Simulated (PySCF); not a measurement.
One molecule, one basis, several functionals.

Compound: C4H9B.
Geometry (PBE0-D3(BJ)/def2-SVP, Å), atoms numbered from 1 in this order:
```
atom  x, y, z in Å
B1    -1.845   -0.474    0.530
C2    -0.500    0.247    0.574
C3    -0.098    1.140   -0.605
C4     0.561   -0.169   -0.462
C5     1.995   -0.282   -0.023
H6    -2.463   -0.747    1.535
H7    -2.308   -0.797   -0.544
H8    -0.077    0.554    1.536
H9    -0.830    1.285   -1.403
H10    0.474    2.035   -0.346
H11    0.236   -0.947   -1.161
H12    2.675   -0.221   -0.888
H13    2.186   -1.238    0.487
H14    2.264    0.530    0.671
```

PySCF, pcSseg-1 basis, density fitting, gas phase, PBE0-D3(BJ)/def2-SVP geometry. One functional is left out:

| functional | exact exchange (%) | HOMO energy (eV) | LUMO energy (eV) | dipole moment (D) |
| --- | --- | --- | --- | --- |
| B97-D | 0 | -6.75 | -1.83 | 1.540 |
| BLYP | 0 | -6.66 | -1.88 | 1.562 |
| BP86 | 0 | -6.87 | -2.08 | 1.596 |
| LDA | 0 | -6.88 | -2.31 | 1.657 |
| OPBE | 0 | -6.74 | -1.85 | 1.586 |
| PBE | 0 | -6.78 | -2.04 | 1.601 |
| B3LYP | 20 | -7.82 | -1.28 | 1.447 |
| B97-2 | 21 | -7.78 | -1.03 | 1.439 |
| PBE0 | 25 | -8.04 | -1.06 | 1.455 |
| BHandHLYP | 50 | -9.18 | -0.03 | 1.306 |

Problem. Predict the row of mPW1PW91 (25 % exact exchange) by straight lines through the other rows, and check it.

Solution. 
```tsv
property	line	computed	computed − line	PBE0 (25 %), for comparison
HOMO energy (eV)	-8.00	-8.06	-0.06	-8.04
LUMO energy (eV)	-1.01	-1.04	-0.03	-1.06
dipole moment (D)	1.440	1.439	-0.001	1.455
```

Problem. Which of these properties follows the share of exact exchange most closely, and which least?

Solution. Most closely the HOMO energy, least the dipole moment; the correlations over the tabulated rows are HOMO energy -0.997, LUMO energy 0.977, dipole moment -0.951. The HOMO energy moves by -0.485 eV for every 10 %. Functionals with the same share still differ in their other parts: at 0 % BLYP and LDA differ by 0.22 eV in it.
